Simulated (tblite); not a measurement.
C₉H₁₃B.
SMILES with atom numbers: `[CH3:1][B:2]([CH3:3])[CH:4]1[CH:5]=[CH:6][CH:7]=[CH:8][CH:9]=[CH:10]1` (hydrogens: H11, H12, H13 on C1; H14, H15, H16 on C3; H17 on C4; H18 on C5; H19 on C6; H20 on C7; H21 on C8; H22 on C9; H23 on C10)

Computed with GFN2-xTB (tblite), gas phase: L-BFGS steps from a force-field or distance-geometry start until the largest atomic force falls under 0.01 eV/Å.

Step 9: E = -736.0245 eV
```
atom  x, y, z in Å  |  force x, y, z in eV/Å
C1     -2.3655    0.6835    1.5808    0.071   0.000  -0.006
B2     -1.6205    0.2067    0.2746   -0.126   0.038   0.048
C3     -2.4512   -0.1488   -1.0236    0.029   0.021   0.101
C4     -0.0314    0.0956    0.2865   -0.055   0.008  -0.054
C5      0.5885    0.9787   -0.7697   -0.065  -0.026   0.013
C6      1.9058    1.1630   -0.8797    0.042   0.026  -0.008
C7      2.9169    0.4477   -0.1533    0.043   0.029   0.074
C8      2.8232   -0.8302    0.2595    0.062  -0.007   0.094
C9      1.6971   -1.6946    0.0453   -0.029  -0.028   0.011
C10     0.4198   -1.3100   -0.0257   -0.006   0.003  -0.015
H11    -2.0008    1.6674    1.8807   -0.056  -0.016  -0.020
H12    -3.4504    0.7356    1.4968    0.094  -0.005   0.023
H13    -2.1191    0.0251    2.4152   -0.059   0.005  -0.025
H14    -3.1731   -0.9378   -0.8048    0.068  -0.013  -0.018
H15    -1.8578   -0.4624   -1.8820   -0.033   0.022   0.079
H16    -3.0592    0.7047   -1.3275    0.058   0.003  -0.020
H17     0.4285    0.3750    1.2446   -0.034   0.002   0.022
H18    -0.0836    1.5341   -1.4098   -0.002  -0.090  -0.068
H19     2.2827    1.9103   -1.5666   -0.047   0.019  -0.068
H20     3.8589    0.9673   -0.0292    0.036  -0.022   0.005
H21     3.6928   -1.2995    0.7044    0.025   0.028  -0.020
H22     1.9416   -2.7445   -0.0595   -0.047  -0.038  -0.044
H23    -0.3479   -2.0400   -0.2469    0.030   0.041  -0.105
```

Step 10: E = -736.0276 eV
```
atom  x, y, z in Å  |  force x, y, z in eV/Å
C1     -2.3663    0.6845    1.5835    0.058  -0.007  -0.033
B2     -1.6246    0.2089    0.2769   -0.012   0.001   0.015
C3     -2.4514   -0.1490   -1.0239    0.040   0.029   0.112
C4     -0.0331    0.0966    0.2902   -0.012   0.002  -0.081
C5      0.5875    0.9774   -0.7699    0.007  -0.036   0.019
C6      1.9075    1.1617   -0.8791   -0.091   0.024   0.019
C7      2.9179    0.4495   -0.1485    0.016   0.017   0.032
C8      2.8240   -0.8290    0.2648    0.015  -0.019   0.043
C9      1.6979   -1.6937    0.0454   -0.044  -0.014   0.031
C10     0.4200   -1.3092   -0.0271   -0.032   0.035  -0.012
H11    -2.0023    1.6683    1.8804   -0.039   0.004   0.005
H12    -3.4497    0.7364    1.4998    0.037  -0.001   0.022
H13    -2.1206    0.0242    2.4154   -0.042   0.004   0.001
H14    -3.1714   -0.9393   -0.8050    0.052  -0.005  -0.021
H15    -1.8581   -0.4627   -1.8827   -0.024   0.027   0.098
H16    -3.0574    0.7054   -1.3285    0.039  -0.003  -0.022
H17     0.4325    0.3755    1.2475   -0.076  -0.010  -0.019
H18    -0.0871    1.5262   -1.4153    0.044  -0.103  -0.042
H19     2.2827    1.9089   -1.5676   -0.043   0.003  -0.059
H20     3.8609    0.9685   -0.0316    0.041  -0.024   0.024
H21     3.6943   -1.3018    0.7025    0.042   0.030   0.005
H22     1.9420   -2.7443   -0.0607   -0.046  -0.009  -0.045
H23    -0.3500   -2.0361   -0.2563    0.071   0.054  -0.092
```

Problem. Estimate the geometry and energy of step 11. (The exact step hangs on the optimiser's Hessian estimate; all steps are aligned on step 10, rigid shifts and turns removed.)

Solution. E = -736.0304 eV, largest force 0.139 eV/Å
```
atom  x, y, z in Å  |  force x, y, z in eV/Å
C1     -2.3660    0.6851    1.5852    0.021  -0.007  -0.031
B2     -1.6283    0.2109    0.2792    0.101  -0.027  -0.015
C3     -2.4509   -0.1485   -1.0221    0.026   0.028   0.082
C4     -0.0352    0.0976    0.2922    0.030  -0.001  -0.072
C5      0.5875    0.9757   -0.7699   -0.061  -0.043   0.011
C6      1.9071    1.1609   -0.8780   -0.026   0.039   0.030
C7      2.9190    0.4514   -0.1438   -0.039  -0.020  -0.004
C8      2.8246   -0.8284    0.2701   -0.019   0.015  -0.016
C9      1.6983   -1.6930    0.0462   -0.070   0.012   0.043
C10     0.4196   -1.3078   -0.0285   -0.003   0.049  -0.011
H11    -2.0044    1.6691    1.8803   -0.012   0.028   0.029
H12    -3.4480    0.7370    1.5028   -0.024   0.002   0.013
H13    -2.1227    0.0236    2.4155   -0.017  -0.002   0.029
H14    -3.1689   -0.9406   -0.8056    0.025  -0.002  -0.010
H15    -1.8588   -0.4624   -1.8812    0.007   0.025   0.096
H16    -3.0549    0.7059   -1.3298    0.015  -0.002  -0.014
H17     0.4343    0.3756    1.2493   -0.104  -0.017  -0.049
H18    -0.0894    1.5175   -1.4209    0.081  -0.111  -0.019
H19     2.2818    1.9078   -1.5696   -0.051  -0.035  -0.026
H20     3.8634    0.9689   -0.0332    0.035  -0.023   0.037
H21     3.6965   -1.3031    0.7010    0.049   0.028   0.024
H22     1.9413   -2.7444   -0.0627   -0.045   0.019  -0.042
H23    -0.3504   -2.0318   -0.2663    0.080   0.046  -0.085
```

The energy changes by -0.0028 eV. The first-order estimate −F·Δx gives -0.0038 eV and the mean of the old and new forces, exact on a quadratic surface, -0.0028 eV. The step makes an angle of 57° with the force vector and moves no atom by more than 0.011 Å.

The cost below is that of the whole relaxation. Hardware: one thread of an Arm Neoverse V2, shared host with 192 logical CPUs at a one-minute load of 79. Cost: 0.46 s wall.
